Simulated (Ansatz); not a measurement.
Reaction (hydrogenolysis of the Si–N bond): `N[SiH](N)[GeH3]` + H₂ → `N[SiH2][GeH3]` + NH₃

Isolated molecules relaxed with PBE0-D4/def2-TZVP in Ansatz; ΔE leaves out vibrations. CCSD(T)/CBS is the MP2 limit (def2-TZVPP, def2-QZVPP) plus CCSD(T) − MP2 in def2-TZVPP, frozen cores. This one scheme is used for every species. DFT in def2-TZVPP. For Ge outer-core shells are correlated without core-valence functions, which leaves a few kJ/mol of doubt a bond. Scalar relativity is left out up to krypton. One conformer a species, not always the lowest.

`N[SiH](N)[GeH3]`:

```xyz
12

N     0.500   -0.115   -1.730
Si   -0.391   -0.431   -0.302
N     0.208   -1.887    0.377
Ge   -0.143    1.542    1.027
H     0.588    0.819   -2.094
H     0.569   -0.810   -2.457
H    -1.851   -0.704   -0.461
H    -0.403   -2.478    0.916
H     1.167   -1.967    0.674
H    -0.416    2.836    0.230
H     1.285    1.661    1.598
H    -1.113    1.535    2.224
```

H₂:

Z-matrix (Å, degrees):
```
H
H 1 0.746
```

`N[SiH2][GeH3]`:

Cartesian coordinates in Å:
```
N -0.203 -1.443 -1.062
Si 0.734 -0.103 -0.518
Ge -0.546 1.110 1.078
H -0.627 -2.062 -0.390
H 0.083 -1.949 -1.885
H 1.032 0.743 -1.704
H 2.050 -0.443 0.109
H -1.032 0.172 2.201
H -1.787 1.755 0.438
H 0.295 2.221 1.732
```

NH₃:

Z-matrix (Å, degrees):
```
N
H 1 1.013
H 1 1.013 2 107.1
H 1 1.013 2 107.1 3 -114.5
```

```
             level  ΔE (kcal/mol)
         r2SCAN-D4           10.6
            B2PLYP            8.9
SCS-MP2/def2-TZVPP            9.6
   CCSD/def2-TZVPP            8.3
CCSD(T)/def2-TZVPP            9.1
SCS-MP2/def2-QZVPP           10.1
      HF/CBS(def2)            6.0
    CCSD/CBS(def2)            9.1
```

Problem. What does CCSD(T)/CBS give? (An estimate is asked.)

Solution. Computed: +9.9 kcal/mol. The listed levels differ from it by 0.7, -1.0, -0.3, -1.6, -0.8, 0.2, -3.9, -0.8 kcal/mol.

Largest T1 diagnostic among the species: 0.011.

The D4 term adds +2.2 kcal/mol with B3LYP and +1.2 kcal/mol with PBE0; it sums over pairs of atoms, weighted by their polarisabilities, and B3LYP, whose exchange is more repulsive, gets the larger term. In def2-TZVPP, CCSD(T) changes the Hartree–Fock value by +3.2 kcal/mol (the triples alone add +0.8 kcal/mol) and MP2 by +4.9 kcal/mol.

B3LYP here is the variant with VWN-RPA as its local correlation; programs differ in this.
